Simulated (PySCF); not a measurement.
# Antimony: a sound run and one with changed settings

Sound run: Sb [Kr] 4d10 5s2 5p3, Sb⁺ [Kr] 4d10 5s2 5p2. Computed with PySCF 2.14 in x2c-SVPall (6s5p3d, 36 functions), with scalar relativity by spin-free X2C-1e. In the sound run the correlated levels freeze [Kr] 4d10. The sound run starts from symmetry-adapted Hartree-Fock orbitals and uses a fine grid where one is needed.

Changed run: basis STO-3G, all-electron and non-relativistic. This setting is unsound on purpose.

```csv
species,method,sound run (hartree),changed run (hartree),converged
Sb,UHF,-6477.25596,-6251.36246,yes
Sb,B3LYP,-6480.07848,-6253.35903,yes
Sb,BP86,-6480.74294,-6253.79509,yes
Sb,MP2,-6477.30044,-6251.36246,yes
Sb⁺,UHF,-6476.94088,-6251.13175,yes
Sb⁺,B3LYP,-6479.75083,-6253.10821,yes
Sb⁺,BP86,-6480.40991,-6253.53899,yes
Sb⁺,MP2,-6476.97489,-6251.13914,yes
Sb⁺,CCSD(T),-6476.98916,-6251.14557,yes
```

Ionisation energy of Sb:

```json
{"method": "UHF", "sound run (eV)": "8.574", "changed run (eV)": "6.278"}
{"method": "B3LYP", "sound run (eV)": "8.916", "changed run (eV)": "6.825"}
{"method": "BP86", "sound run (eV)": "9.062", "changed run (eV)": "6.969"}
{"method": "MP2", "sound run (eV)": "8.859", "changed run (eV)": "6.077"}
{"method": "SCS-MP2", "sound run (eV)": "8.761", "changed run (eV)": "6.037"}
```

A minimal basis cannot let orbitals breathe on ionisation and holds almost no correlation. The Hamiltonian changed with the basis, so the totals do not compare.

For comparison, NIST gives 8.608 eV between the lowest levels.
